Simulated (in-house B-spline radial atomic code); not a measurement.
## Ionising neutral bromine with different functionals

Computed with an all-electron radial atomic-structure program (B-spline basis): non-relativistic Hamiltonian, point nucleus, spin-polarised at highest spin, spherical fractional occupations for the functionals, the average over the highest-spin determinants for Hartree-Fock. The ionisation energy is the difference of two self-consistent energies, [Ar] 3d10 4s2 4p5 → [Ar] 3d10 4s2 4p4, without Breit or QED terms; ε is the level of the shell that loses the electron (its least bound occupied spin orbital). There is no spin-orbit coupling in this Hamiltonian.

Hybrids are left out here: with spherical fractional occupations of an open shell their exact exchange keeps a self-interaction that integer-occupation calculations don't have.

```json
{"method": "Hartree-Fock", "rung": "Hartree-Fock", "ΔSCF (eV)": "10.76", "-ε(4p) (eV)": "11.63"}
{"method": "LDA VWN5", "rung": "LDA", "ΔSCF (eV)": "12.13", "-ε(4p) (eV)": "7.69"}
{"method": "LDA PW92", "rung": "LDA", "ΔSCF (eV)": "12.14", "-ε(4p) (eV)": "7.69"}
{"method": "LDA exchange-only", "rung": "LDA", "ΔSCF (eV)": "?", "-ε(4p) (eV)": "?"}
{"method": "PBE", "rung": "GGA", "ΔSCF (eV)": "11.88", "-ε(4p) (eV)": "7.49"}
{"method": "PBEsol", "rung": "GGA", "ΔSCF (eV)": "11.89", "-ε(4p) (eV)": "7.49"}
{"method": "BLYP", "rung": "GGA", "ΔSCF (eV)": "?", "-ε(4p) (eV)": "?"}
{"method": "RPBE", "rung": "GGA", "ΔSCF (eV)": "11.82", "-ε(4p) (eV)": "7.45"}
{"method": "PW91", "rung": "GGA", "ΔSCF (eV)": "11.95", "-ε(4p) (eV)": "7.55"}
{"method": "BP86", "rung": "GGA", "ΔSCF (eV)": "12.03", "-ε(4p) (eV)": "7.62"}
{"method": "AM05", "rung": "GGA", "ΔSCF (eV)": "11.87", "-ε(4p) (eV)": "7.46"}
{"method": "OLYP", "rung": "GGA", "ΔSCF (eV)": "11.70", "-ε(4p) (eV)": "7.34"}
{"method": "TPSS", "rung": "meta-GGA", "ΔSCF (eV)": "11.92", "-ε(4p) (eV)": "7.55"}
{"method": "SCAN", "rung": "meta-GGA", "ΔSCF (eV)": "12.00", "-ε(4p) (eV)": "7.69"}
{"method": "r2SCAN", "rung": "meta-GGA", "ΔSCF (eV)": "12.01", "-ε(4p) (eV)": "7.70"}
{"method": "M06-L", "rung": "meta-GGA", "ΔSCF (eV)": "11.58", "-ε(4p) (eV)": "7.24"}
{"method": "revTPSS", "rung": "meta-GGA", "ΔSCF (eV)": "11.92", "-ε(4p) (eV)": "7.56"}
```

Question: What does BLYP give?

Answer: ΔSCF 11.80 eV, and -ε(4p) = 7.38 eV.

Question: What does LDA exchange-only give?

Answer: ΔSCF 10.67 eV, and -ε(4p) = 6.37 eV.

Question: How do they compare with the NIST value?

Answer: NIST lists 11.814 eV (measured, ground level to ground level). Errors run from -1.15 to +0.32 eV; RPBE is closest (+0.01 eV), but part of that can be cancellation, since the calculations leave out relativity, Breit-QED terms, multiplet and fine-structure energies. Hartree-Fock also lacks correlation.
